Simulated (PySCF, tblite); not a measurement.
Isomers of C3H8FNSi, one GFN2-xTB conformer each. Single-point energies are computed at PBE0/pcSseg-1 (PySCF, gas phase, no added dispersion term), electronic only.

Question: Rank them by PBE0/pcSseg-1 energy, lowest first (kJ/mol).
A. `[F:1][C@@H:2]1[CH2:3][NH:4][SiH2:5][CH2:6]1` with F1–C2–C3–N4 -88°, C2–C3–N4–Si5 -10°, C3–N4–Si5–C6 -10°, N4–Si5–C6–C2 26°
B. `[NH2:1][Si@@H:2]1[CH2:3][CH2:4][C@H:5]1[F:6]` with H–N1–Si2–C3 -75° and 149°, N1–Si2–C3–C4 -119°, Si2–C3–C4–C5 13°, C3–C4–C5–F6 -134°, N1–Si2–C5–C4 121°
C. `[F:1][Si@H:2]1[CH2:3][CH2:4][CH2:5][NH:6]1` with F1–Si2–C3–C4 99°, Si2–C3–C4–C5 33°, C3–C4–C5–N6 -42°, C4–C5–N6–Si2 33°

Answer: C (0.0), A (200.0), B (250.4).

As drawn, the lowest has an Si–F bond, which the highest lacks; the highest has a four-membered ring, which the lowest lacks. GFN2-xTB itself gives, in the same order: 0.0, 157.7, 259.1. Both levels put the same isomer lowest; measured from each level's own lowest isomer, the values differ by up to 42.3 kJ/mol (F[C@@H]1CN[SiH2]C1: 157.7 against 200.0).

Question: Which frontier levels, dipoles and rotational constants go with these structures?

Answer: 
| SMILES | HOMO (eV, PBE0/pcSseg-1) | LUMO (eV) | dipole (D) | A, B, C (MHz) |
| --- | --- | --- | --- | --- |
| F[Si@H]1CCCN1 | -7.02 | 1.22 | 2.39 | 5088, 2379, 1937 |
| F[C@@H]1CN[SiH2]C1 | -6.62 | 0.75 | 1.75 | 4443, 2617, 2109 |
| N[Si@@H]1CC[C@H]1F | -7.30 | 0.58 | 2.73 | 4132, 2317, 1721 |

Question: What happens when harmonic zero-point energies from GFN2-xTB frequencies are added?

Answer: 
```tsv
SMILES	ZPE (kJ/mol)	electronic (kJ/mol)	with ZPE (kJ/mol)
F[Si@H]1CCCN1	290.0	0.0	0.0
F[C@@H]1CN[SiH2]C1	279.4	200.0	189.4
N[Si@@H]1CC[C@H]1F	282.1	250.4	242.5
```

The zero-point energies span 10.6 kJ/mol. The order is unchanged.
